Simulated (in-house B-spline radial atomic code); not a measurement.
A fraction x of an electron is removed from 4p in Tc⁵⁺, starting from [Kr] 4d2 and keeping the highest spin. All numbers are computed (scalar-relativistic (X2C) PBEsol, spin-polarised, spherical fractional occupations; Fermi nucleus of rms radius 4.41117 fm) with an all-electron radial atomic-structure program (B-spline basis), not measured.

```json
{"x": "0", "E(x) - E(0) (eV)": "0.0000", "4p down level (eV)": "-105.689"}
{"x": "0.06", "E(x) - E(0) (eV)": "6.3729", "4p down level (eV)": "-106.742"}
{"x": "0.13", "E(x) - E(0) (eV)": "13.8880", "4p down level (eV)": "-107.974"}
{"x": "0.34", "E(x) - E(0) (eV)": "?", "4p down level (eV)": "?"}
{"x": "0.38", "E(x) - E(0) (eV)": "41.4332", "4p down level (eV)": "-112.394"}
{"x": "0.5", "E(x) - E(0) (eV)": "?", "4p down level (eV)": "?"}
{"x": "0.59", "E(x) - E(0) (eV)": "65.4279", "4p down level (eV)": "-116.131"}
{"x": "0.74", "E(x) - E(0) (eV)": "83.0487", "4p down level (eV)": "-118.814"}
{"x": "0.8", "E(x) - E(0) (eV)": "90.2098", "4p down level (eV)": "-119.890"}
{"x": "0.95", "E(x) - E(0) (eV)": "108.3954", "4p down level (eV)": "-122.586"}
{"x": "1", "E(x) - E(0) (eV)": "114.5473", "4p down level (eV)": "-123.487"}
```

(1) What belongs in the row x = 0.34?

(2) What belongs in the row x = 0.5?

(3) Check Janak's theorem between x = 0.06 and 0.13.

## Answers

(1) An energy change of 36.9516 eV; 4p down at -111.684 eV.

(2) An energy change of 55.0483 eV; 4p down at -114.527 eV.

(3) The slope of the energy is 107.36 eV; the orbital levels give 107.36 eV (-ε of the emptying orbital, averaged over the two points).
